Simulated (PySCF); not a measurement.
## N (nitrogen, neutral) across methods

[He] 2s1 2p4, high-spin 4P determinant (an excited configuration). Computed with PySCF 2.14 in aug-cc-pVQZ-DK (6s5p4d3f2g, 80 functions), with scalar relativity by spin-free X2C-1e.

```tsv
method	E (hartree)	mean ε 2s α (eV)	mean ε 2p α (eV)	mean ε 2p β (eV)	Σ⟨r²⟩ (bohr²)	⟨S²⟩
TPSS	-54.2548	-21.304	-9.133	-5.385	13.36	3.761
LDA	-53.7753	-20.523	-9.152	-5.148	13.64	3.765
PBE0	-54.1841	-23.868	-10.997	-6.402	13.33	3.765
r2SCANh	-54.2295	-23.423	-10.426	-5.760	13.32	3.772
r2SCAN	-54.2325	-22.359	-9.696	-5.323	13.35	3.771
B3LYP	-54.2445	-23.047	-10.513	-6.472	13.39	3.763
PBE	-54.1821	-20.725	-9.009	-5.280	13.52	3.761
PW91	-54.2241	-20.756	-9.077	-5.313	13.51	3.761
UHF	-54.03256	-33.276	-16.961	-8.200	13.58	3.808
```
